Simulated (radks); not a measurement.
The tantalum ion Ta66+, configuration [He] 2s2 2p3. Calculated with a radial shooting solver on a logarithmic mesh with Libxc functionals: scalar-relativistic Kohn-Sham, exchange-only LDA, spin-polarised, spherical densities, point nucleus; open shells are filled with parallel spins first (spin-orbit coupling, left out, can overturn this in heavy ions).

Unscreened Slater integrals over Kohn-Sham orbitals (eV). They are taken over the spin-up orbitals. Empty in this configuration: 3s.

| integral | value |
|---|---|
| F0(2p,2p) | 365.07 |
| F2(2p,2p) | 173.44 |
| F0(2p,2s) | 338.12 |
| G1(2p,2s) | 192.32 |
| F0(2p,1s) | 495.71 |
| G1(2p,1s) | 97.684 |
| F0(2p,3s) | 176.90 |
| G1(2p,3s) | 19.107 |
| F0(2s,2s) | 321.37 |
| F0(2s,1s) | 455.16 |
| G0(2s,1s) | 47.793 |
| F0(2s,3s) | 173.37 |
| G0(2s,3s) | 15.431 |
| F0(1s,1s) | 1387.2 |
| F0(1s,3s) | 205.89 |
| G0(1s,3s) | 11.705 |
| F0(3s,3s) | 135.53 |

Derived for the open shells (J is the average intra-shell exchange parameter used in DFT+U). 2p: J = F2/5 = 34.69 eV.
